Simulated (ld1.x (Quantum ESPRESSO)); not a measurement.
# What one change does to a pseudopotential (Au (Z = 79), TM)

| Property | Result |
| --- | --- |
| Element | Au (Z = 79) |
| Generator | ld1.x (Quantum ESPRESSO) 7.5 |
| Type | norm-conserving Troullier–Martins (Kleinman–Bylander form) |
| Functional | LDA (PZ) |
| Relativity | fully relativistic |
| Frozen core | [Xe] 4f14 |
| Valence charge | 11 |
| Reference configuration | 5d10 6s1 6p0 |
| Partial waves | 6s (bound): rc 1.95 bohr; 6p (bound, empty): rc 3.85 bohr; 5d (bound): rc 2.15 bohr |
| Local potential | all-electron potential smoothed inside 2.95 bohr (lloc = -1) |
| Core correction | none |

Open shells are filled in proportion to 2j + 1 (rel_dist='average').

Change: core correction a·sin(br)/r model core inside 1.08 bohr.

Cutoffs: the cutoffs (Ry, on a coarse ladder) from which the occupation-weighted sum of valence levels, in a spherical-Bessel basis at the reference potential, stays within 10 and 1 mRy of its value at 400 Ry; they do not see the model core or the augmentation charge, which bear on the density cutoff. Errors are all-electron minus pseudo energies relative to the spin-unpolarised reference configuration.

Problem. Predict the effect on cutoff, ghosts and configuration errors.

Solution. The potential gets neither clearly harder nor softer (40 Ry and 70 Ry → 40 Ry and 70 Ry); of the 7 tests that both files solve, the error grows in 6 and shrinks in 1 by more than 15 % and 0.3 meV (median size 33.1 → 45.9 meV); neither file shows a bound ghost. A model core, the more so a compact one, raises the density cutoff, which this test does not measure.

| quantity | base | changed |
| --- | --- | --- |
| cutoff, loose | 40 Ry | 40 Ry |
| cutoff, tight | 70 Ry | 70 Ry |
| bound ghosts | none | none |
| error for 5d10 6s0 6p0, meV [ΔE 9.79 eV] | -1.2 | -9.6 |
| error for 5d9 6s0 6p0, meV [ΔE 31.31 eV] | -38 | -75 |
| error for 5d8 6s0 6p0, meV [ΔE 65.48 eV] | -218 | -353 |
| error for 5d10 6s0.5 6p0, meV [ΔE 3.96 eV] | -0.4 | -2.1 |
| error for 5d7 6s0 6p0, meV [ΔE 113.46 eV] | -580 | -941 |
| error for 5d10 6s0 6p1, meV [ΔE 5.34 eV] | +5.6 | +2.2 |
| error for 5d9 6s1 6p1, meV [ΔE 7.47 eV] | -33 | -46 |
| s: phases at 4.21 bohr within 0.05 rad from the reference energy up to (Ry; the scan ends near 5) | 0.8 | 0.8 |
| p1/2: phases at 4.21 bohr within 0.05 rad from the reference energy up to (Ry; the scan ends near 5) | 1.0 | 1.0 |
| p3/2: phases at 4.21 bohr within 0.05 rad from the reference energy up to (Ry; the scan ends near 5) | 1.1 | 1.1 |
| d3/2: phases at 4.21 bohr within 0.05 rad from the reference energy up to (Ry; the scan ends near 5) | 0.4 | 0.4 |
| d5/2: phases at 4.21 bohr within 0.05 rad from the reference energy up to (Ry; the scan ends near 5) | 0.5 | 0.5 |
